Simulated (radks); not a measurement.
Effect of the nuclear size on the manganese ion Mn9+, [Ne] 3s2 3p4. All-electron calculation, Dirac Kohn-Sham, BLYP, spin-unpolarised, spherical densities, finite nucleus; open shells are shared between the two j in proportion to 2j + 1; Fermi nuclear charge, rms radius 3.7057 fm. Program: a radial shooting solver on a logarithmic mesh with Libxc functionals. The rms radius is varied about that value; shifts are against it.

rms radius (fm)	total energy shift (eV)	density at nucleus (e/bohr^3)	1s1/2 shift (meV)	2s1/2 shift (meV)	2p1/2 shift (meV)	3s1/2 shift (meV)	4s1/2 (empty) shift (meV)
3.0201	-0.0309	1.332e+04	-13.0	-1.15	0.143	-0.203	-0.058
3.4908	-0.0103	1.325e+04	-4.36	-0.385	0.048	-0.068	-0.019
3.7057	0	1.322e+04	0.000	0.000	0.000	0.000	0.000
4.0207	0.0162	1.317e+04	6.84	0.604	-0.075	0.106	0.030
4.1207	0.0216	1.316e+04	9.12	0.805	-0.100	0.142	0.041

Slopes of the eigenvalues against <r^2> in GHz/fm^2, as finite differences over the two radii next to the reference (eigenvalue slopes, not the field-shift constants of lines): 1s1/2 680, 2s1/2 60.0, 2p1/2 -7.45, 3s1/2 10.6, 4s1/2 (empty) 3.03.
